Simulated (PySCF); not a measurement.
MoOBr3, SMILES [O]=[Mo]([Br])([Br])[Br] (connectivity only; charge and spin as stated), neutral, multiplicity 2.

The structure is a stationary point at B3LYP-D3(BJ)/def2-SVP. The multiplicity is an assumed one; other spin states were not compared. The def2 effective core potentials stand for the cores of Mo; spin–orbit coupling is left out.

Calculation: PySCF 2.14.0 with B3LYP-D3(BJ)/def2-SVP.

Frequencies are harmonic and unscaled.

A small imaginary wavenumber (i) marks a very flat motion, where grid noise or a shallow saddle decides the sign.

```json
[
 {"mode": "1", "ν (cm⁻¹)": "24i", "IR (km/mol)": "6.5", "moving atoms (share of kinetic energy)": "Br 71 %, Mo 20 %, O 10 %"},
 {"mode": "2", "ν (cm⁻¹)": "69", "IR (km/mol)": "0.0", "moving atoms (share of kinetic energy)": "Br 87 %, Mo 9 %"},
 {"mode": "3", "ν (cm⁻¹)": "95", "IR (km/mol)": "0.2", "moving atoms (share of kinetic energy)": "Br 60 %, Mo 34 %"},
 {"mode": "4", "ν (cm⁻¹)": "122", "IR (km/mol)": "9.1", "moving atoms (share of kinetic energy)": "O 75 %, Br 25 %"},
 {"mode": "5", "ν (cm⁻¹)": "195", "IR (km/mol)": "1.6", "moving atoms (share of kinetic energy)": "O 74 %, Br 26 %"},
 {"mode": "6", "ν (cm⁻¹)": "259", "IR (km/mol)": "4.7", "moving atoms (share of kinetic energy)": "Br 73 %, Mo 23 %"},
 {"mode": "7", "ν (cm⁻¹)": "294", "IR (km/mol)": "49.2", "moving atoms (share of kinetic energy)": "Br 51 %, Mo 49 %"},
 {"mode": "8", "ν (cm⁻¹)": "338", "IR (km/mol)": "57.3", "moving atoms (share of kinetic energy)": "Mo 61 %, Br 31 %, O 8 %"},
 {"mode": "9", "ν (cm⁻¹)": "1060", "IR (km/mol)": "148.9", "moving atoms (share of kinetic energy)": "O 86 %, Mo 14 %"}
]
```
